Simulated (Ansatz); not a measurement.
PtO2⁻, relaxed as a quartet with UKS r2SCAN-D4/def2-TZVPD in Ansatz, starting from the r2SCAN-D4/def2-TZVPD geometry of the charge -1 doublet. Force threshold 0.02 eV/Å.

In the def2 sets Pt takes a core potential; there is no spin–orbit coupling. The highest occupied level of the charge -1 quartet lies above zero (up to 0.08 eV). It is a level of α spin, whose loss leaves a triplet; that state wasn't run at this geometry and level. The electron is either unbound and held by the finite basis, or the level is raised by self-interaction error. The relaxation made no stability test and no search for a lower SCF solution. At r2SCAN-D4/def2-TZVPD a doublet of charge -1 lies 1.16 eV below the quartet, each at its own geometry. The structure comes from a short search, and lower isomers may exist.

Start:

Cartesian coordinates in Å:
```
Pt 0.000 0.000 0.000
O -1.158 0.727 -1.122
O 1.158 -0.727 1.122
```

(1) Estimate the energy that the relaxation releases and the steps that it takes.

(2) Does the start keep its bonding and symmetry?

(3) Predict the relaxed structure.

Results:

(1) 35.4 kJ/mol, in 10 steps; 18 s on 4 threads of Arm Neoverse V1 on a shared host. The force fell under the threshold at step 3, but the optimiser went on and released 0.215 eV more. No frequencies were taken in this run, so the end may be a saddle point.

(2) By distances, no bond broke or formed. The bond that changes most is Pt1–O2, from 1.77 to 1.84 Å (atoms count from 1). Point group D∞h at the start, C2v at the end, both within 0.05 Å.

(3) 
Cartesian coordinates in Å:
```
Pt -0.0804 -0.2437 -0.0750
O -1.1338 0.8592 -1.1003
O 1.2142 -0.6155 1.1753
```
Bond lengths: 2 × O–Pt 1.84 Å.
